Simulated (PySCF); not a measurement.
**C₆ coefficients of unlike pairs at PBE0**

Calculated with PySCF 2.14 from the dipole response of each species, C₆(A,B) = (3/π) ∫ α_A(iu) α_B(iu) du, in atomic units, from isotropic polarisabilities. For ions this is the dispersion term alone; charge-induced terms of lower order in 1/R come first.

```
species       configuration                                                                 basis      relativity  α (bohr³)  C₆ (like pair)
   Ru²⁺       [Kr] 4d6 (5D)                                           aug-cc-pVTZ-DK (9s8p6d3f2g)   spin-free X2C      8.135           43.65
      C   [He] 2s2 2p2 (3P)                                               aug-cc-pVDZ-DK (4s3p2d)   spin-free X2C      11.93           47.77
   Rh³⁺       [Kr] 4d6 (5D)  def2-TZVPPD with the def2 core potential (28 electrons) (6s4p3d2f1g)  core potential      4.137           18.55
    Ga⁺  [Ar] 3d10 4s2 (1S)                           aug-cc-pV5Z-PP with ECP10MDF (8s7p6d4f3g2h)  core potential      18.40           93.29
```

Estimate C₆ for Ga⁺ with Ru²⁺.

The integral gives 58.74. The combination rule 2 C_A C_B / (C_A α_B/α_A + C_B α_A/α_B) gives 58.18 and the geometric mean 63.81.

No spin-orbit coupling is included.

The other pairs:

```tsv
pair	C₆
Rh³⁺, C	25.68
C, Ru²⁺	43.04
Rh³⁺, Ru²⁺	27.92
Ga⁺, Rh³⁺	34.78
Ga⁺, C	66.40
```
